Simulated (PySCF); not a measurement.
**Charge on either side of a bond**

Species: C₅H₁₅NP₂Si.
SMILES with atom numbers: `[CH3:1][N:2]([CH:3]1[CH2:4][CH2:5][CH2:6]1)[SiH:7]([PH2:8])[PH2:9]` (hydrogens: H10, H11, H12 on C1; H13 on C3; H14, H15 on C4; H16, H17 on C5; H18, H19 on C6; H20 on Si7; H21, H22 on P8; H23, H24 on P9)

Structure used (GFN2-xTB), in Å, numbered top down from 1:
```xyz
24
C5H15NP2Si angstrom
C      0.5329   -2.2479    0.5076
N      0.2087   -0.9757   -0.0937
C     -1.1677   -0.5953    0.0773
C     -1.5213    0.3938    1.2105
C     -2.4270    1.1529    0.2320
C     -1.8044    0.3713   -0.9344
Si     1.4094    0.0745   -0.7337
P      1.4327    2.1107    0.2604
P      3.3966   -0.9492   -0.4591
H      0.3293   -2.2441    1.5826
H      1.5884   -2.4696    0.3543
H     -0.0541   -3.0459    0.0436
H     -1.7603   -1.5116    0.1580
H     -1.9984   -0.0278    2.0928
H     -0.6533    0.9794    1.5139
H     -2.2944    2.2319    0.2045
H     -3.4826    0.9304    0.3736
H     -2.4948   -0.0774   -1.6456
H     -1.0641    0.9490   -1.4797
H      1.2456    0.1731   -2.2032
H      2.4549    2.6019   -0.5347
H      0.4585    2.6654   -0.5485
H      3.5235   -0.6229    0.8783
H      4.1300    0.1526   -0.8494
```

Atomic charges (e) from the PBE0/pcSseg-1 density (PySCF):

| atom | Mulliken | IAO | Hirshfeld | ESP-fitted |
| --- | --- | --- | --- | --- |
| C1 | -0.0727 | -0.2901 | -0.0708 | -0.1053 |
| N2 | -0.7727 | -0.5033 | -0.1761 | -0.3072 |
| C3 | -0.0477 | -0.0023 | +0.0222 | -0.0851 |
| C4 | -0.1660 | -0.2844 | -0.0835 | +0.1920 |
| C5 | -0.2348 | -0.2688 | -0.0732 | -0.3503 |
| C6 | -0.1698 | -0.2725 | -0.0752 | +0.0914 |
| Si7 | +0.5161 | +0.6735 | +0.2816 | +0.5284 |
| P8 | -0.2511 | -0.1339 | -0.0255 | -0.4103 |
| P9 | -0.2718 | -0.1021 | -0.0139 | -0.4175 |
| H10 | +0.1082 | +0.1269 | +0.0352 | +0.0648 |
| H11 | +0.1480 | +0.1384 | +0.0296 | +0.0847 |
| H12 | +0.1138 | +0.1335 | +0.0392 | +0.0592 |
| H13 | +0.1024 | +0.1289 | +0.0404 | +0.1036 |
| H14 | +0.1215 | +0.1336 | +0.0358 | -0.0157 |
| H15 | +0.1496 | +0.1344 | +0.0222 | -0.0324 |
| H16 | +0.1212 | +0.1354 | +0.0354 | +0.1031 |
| H17 | +0.1202 | +0.1375 | +0.0393 | +0.0970 |
| H18 | +0.1298 | +0.1394 | +0.0402 | +0.0234 |
| H19 | +0.1370 | +0.1308 | +0.0327 | -0.0274 |
| H20 | -0.0365 | -0.1426 | -0.0939 | -0.1285 |
| H21 | +0.0669 | -0.0025 | -0.0118 | +0.0982 |
| H22 | +0.0557 | -0.0058 | -0.0100 | +0.1500 |
| H23 | +0.0675 | -0.0031 | -0.0107 | +0.1410 |
| H24 | +0.0651 | -0.0008 | -0.0090 | +0.1429 |

**Question.** Cut each of the bonds C1–N2, C3–N2, Si7–N2 and P8–Si7 in turn and sum the charges on the side of the atom named first.

**Answer.** In e; the other side holds the opposite charge:

```json
{"bond cut": "C1–N2", "piece": "CH3", "atoms": "4", "Mulliken": "+0.297", "IAO": "+0.109", "Hirshfeld": "+0.033", "ESP-fitted": "+0.103"}
{"bond cut": "C3–N2", "piece": "C4H7", "atoms": "11", "Mulliken": "+0.263", "IAO": "+0.112", "Hirshfeld": "+0.036", "ESP-fitted": "+0.100"}
{"bond cut": "Si7–N2", "piece": "SiP2H5", "atoms": "8", "Mulliken": "+0.212", "IAO": "+0.283", "Hirshfeld": "+0.107", "ESP-fitted": "+0.104"}
{"bond cut": "P8–Si7", "piece": "PH2", "atoms": "3", "Mulliken": "-0.128", "IAO": "-0.142", "Hirshfeld": "-0.047", "ESP-fitted": "-0.162"}
```

Extremes among these pieces. Mulliken: lowest PH2 at P8, highest CH3 at C1; IAO: lowest PH2 at P8, highest SiP2H5 at Si7; Hirshfeld: lowest PH2 at P8, highest SiP2H5 at Si7; ESP-fitted: lowest PH2 at P8, highest SiP2H5 at Si7.

**Question.** Do the schemes agree better on the pieces than on the single atoms at the cuts?

**Answer.** The spread between schemes averages 0.196 e for the pieces and 0.276 e for the atoms named first; it is smaller for the piece at 2 of the 4 cuts. On average they agree better on the pieces.

Isolated species at its GFN2-xTB geometry (one conformer only).
